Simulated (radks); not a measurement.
The numbers below are computed, except where a source is named.
Task: Radial electron density D(r) = 4 pi r^2 rho(r) of an atom or ion with 43.5 electrons. Level of theory: Dirac Kohn-Sham, PBE, spin-unpolarised, spherical densities, point nucleus (a radial shooting solver on a logarithmic mesh with Libxc functionals).

r (bohr)  D(r) (e/bohr)
0.002114          4.284
0.002753          6.641
0.003585          10.11
0.004668          15.05
0.006078          21.75
0.007914          30.22
0.01031           39.94
0.01353           49.82
0.01761           56.94
0.02293           59.31
0.02986           56.44
0.03889           51.71
0.05063           51.75
0.06593           60.45
0.08585           71.64
0.1118            71.96
0.1467            58.22
0.1911            48.87
0.2488            54.87
0.324             57.59
0.4218            40.24
0.5493            20.07
0.7153            15.46
0.9314            16.86
1.213             12.67
1.592             6.023
2.073             2.031
2.699            0.4745
3.514           0.06670
4.576          0.004395

What is the nuclear charge?

Result: Z = 46. The innermost maximum, from 1s, lies near gamma/Z bohr with gamma = sqrt(1 - (Z/c)^2) = 0.942, here 0.0205 bohr (found: 0.0224), and its height grows with Z. The density is that of the palladium ion Pd2.5+ in [Ar] 3d10 4s1.5 4p6 4d8; the configuration itself is not fixed sharply by these data, and Z only to a few units. D(r) has 4 maxima, at r = 0.0224, 0.0992, 0.299, 0.902 bohr, and minima at 0.0446, 0.194, 0.682 bohr, inside which lie 2.04, 11.18, 29.08 electrons.
